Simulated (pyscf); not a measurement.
PySCF, gas phase, ωB97X-D3(BJ)/def2-SVP geometries.

For the elementary gas-phase step H₃C–CH₂–CH₂–Ga(CH₃)–NH₂ → H₃C–GaH–CH₂–CH₂–CH₂–NH₂ (singlet surface; Ga–N, C–H broken, Ga–H, C–N formed), what barrier and reaction energy does ωB97M-D3(BJ)/def2-TZVP give, measured from the reactant's lowest minimum found?

ΔE‡ = 383.0 kJ/mol, ΔE = +38.5 kJ/mol. Zero-point energy shifts the barrier by -10.6 kJ/mol. It is a concerted two-bond exchange, with an imaginary mode of 1105i cm⁻¹. What is counted as broken (Ga–N) persists as a longer contact in the product adduct; parting that adduct is a step of its own. H₃C–GaH–CH₂–CH₂–CH₂–NH₂ is closed by a dative Ga–N contact. This is the saddle that the search found; another between the same sides may lie lower. Elements up to Kr have no core potential and no relativistic terms here.
